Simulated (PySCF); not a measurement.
SMILES F[SiH2][NH][Ge]([Cl])([Cl])[Cl], B3LYP/def2-SVP optimised geometry.

```
10

Si     1.21     0.32     0.76
F      1.66     1.51    -0.26
N      0.11    -0.79     0.00
Ge    -1.71    -0.79     0.00
Cl    -2.37    -1.85    -1.75
Cl    -2.52    -1.78     1.74
Cl    -2.45     1.23     0.00
H      0.53     0.93     1.92
H      2.45    -0.42     1.10
H      0.50    -1.51    -0.61
```

Density from B3LYP/def2-TZVP (PySCF) at that geometry.

Minimum of the electron density along straight lines between bonded atoms, close to the bond critical point (lines longer than 1.1 times the sum of covalent radii, or with two minima, are not listed):

```json
[
 {"bond": "Si1–F2", "length / Å": "1.626", "ρ at the minimum / e bohr⁻³": "0.130", "∇²ρ there / e bohr⁻⁵": "[?]", "position (fraction from the first atom)": "0.42"},
 {"bond": "Si1–N3", "length / Å": "1.737", "ρ at the minimum / e bohr⁻³": "0.128", "∇²ρ there / e bohr⁻⁵": "[?]", "position (fraction from the first atom)": "0.40"},
 {"bond": "N3–Ge4", "length / Å": "1.816", "ρ at the minimum / e bohr⁻³": "0.146", "∇²ρ there / e bohr⁻⁵": "0.43", "position (fraction from the first atom)": "0.53"},
 {"bond": "Ge4–Cl5", "length / Å": "2.155", "ρ at the minimum / e bohr⁻³": "0.107", "∇²ρ there / e bohr⁻⁵": "0.15", "position (fraction from the first atom)": "0.43"},
 {"bond": "Ge4–Cl6", "length / Å": "2.157", "ρ at the minimum / e bohr⁻³": "0.106", "∇²ρ there / e bohr⁻⁵": "0.14", "position (fraction from the first atom)": "0.43"},
 {"bond": "Ge4–Cl7", "length / Å": "2.153", "ρ at the minimum / e bohr⁻³": "0.107", "∇²ρ there / e bohr⁻⁵": "0.15", "position (fraction from the first atom)": "0.43"},
 {"bond": "Si1–H8", "length / Å": "1.479", "ρ at the minimum / e bohr⁻³": "0.128", "∇²ρ there / e bohr⁻⁵": "0.13", "position (fraction from the first atom)": "0.49"},
 {"bond": "Si1–H9", "length / Å": "1.482", "ρ at the minimum / e bohr⁻³": "0.127", "∇²ρ there / e bohr⁻⁵": "0.13", "position (fraction from the first atom)": "0.49"},
 {"bond": "N3–H10", "length / Å": "1.019", "ρ at the minimum / e bohr⁻³": "0.325", "∇²ρ there / e bohr⁻⁵": "[?]", "position (fraction from the first atom)": "0.74"}
]
```

**Question.** Complete the blanks.

**Answer.** 
- Si1–F2, ∇²ρ there / e bohr⁻⁵: 0.87
- Si1–N3, ∇²ρ there / e bohr⁻⁵: 0.51
- N3–H10, ∇²ρ there / e bohr⁻⁵: -1.55
